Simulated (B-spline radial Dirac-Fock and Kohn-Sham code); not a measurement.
Ce⁴⁺ 4p1/2: cross section and angular parameters

System: Ce⁴⁺ in the configuration [Kr] 4d10 5s2 5p6; threshold 283.9 eV (orbital energy of the model). The computed values come from an atomic code on a B-spline grid: Dirac-Hartree-Slater photoionisation with a Latter tail; cross sections with all multipoles, angular parameters from the dipole term and its interference with E2.

The run's input, task.json:

```json
{"items": [{
  "Z": 58,
  "q": 4,
  "cfg": [[1, 0, 2], [2, 0, 2], [2, 1, 6], [3, 0, 2], [3, 1, 6], [3, 2, 10], [4, 0, 2], [4, 1, 6], [4, 2, 10], [5, 0, 2], [5, 1, 6]],
  "A": 140,
  "rrms": 4.8771,
  "do": "xps",
  "hv": [58.2, 60, 66.7, 70.1, 76.1, 76.4, 80, 86.2, 176.0, 200, 296.0, 300, 400, 704.0, 726.0, 876.0, 1240.0, 1253.6, 1550.0, 2760.0, 3750.0, 5630.0, 6550.0, 7640.0, 8047.8, 9160.0, 9760.0, 12500.0, 13900.0, 15000]
}]}
```

Launch: `python xray2_run.py task.json out`

```csv
hν (eV),σ (kb),β,γ,δ
296,104,-0.424,-0.154,0.060
300,104,-0.340,-0.159,0.063
400,?,?,?,?
704,58.6,1.456,0.283,0.013
726,56.6,1.475,0.275,0.012
876,44.9,1.567,0.206,0.006
1240,27.2,1.661,0.062,0.000
1253.6,26.8,1.663,0.059,0.000
1550,19.1,1.686,-0.001,-0.001
2760,6.70,1.672,0.046,-0.001
3750,3.61,1.632,0.204,0.001
5630,1.48,1.553,0.539,0.011
6550,1.04,1.516,0.692,0.017
7640,0.717,1.476,0.860,0.025
8047.8,0.631,1.462,0.920,0.029
9160,0.457,1.425,1.073,0.038
9760,0.389,1.406,1.150,0.043
12500,0.204,1.328,1.460,0.068
13900,0.154,1.292,1.594,0.082
15000,0.125,1.266,1.692,0.092
```

Q: Give the values at 400 eV.

A: σ = 94.3 kb, β = 0.740, γ = 0.099, δ = 0.062.
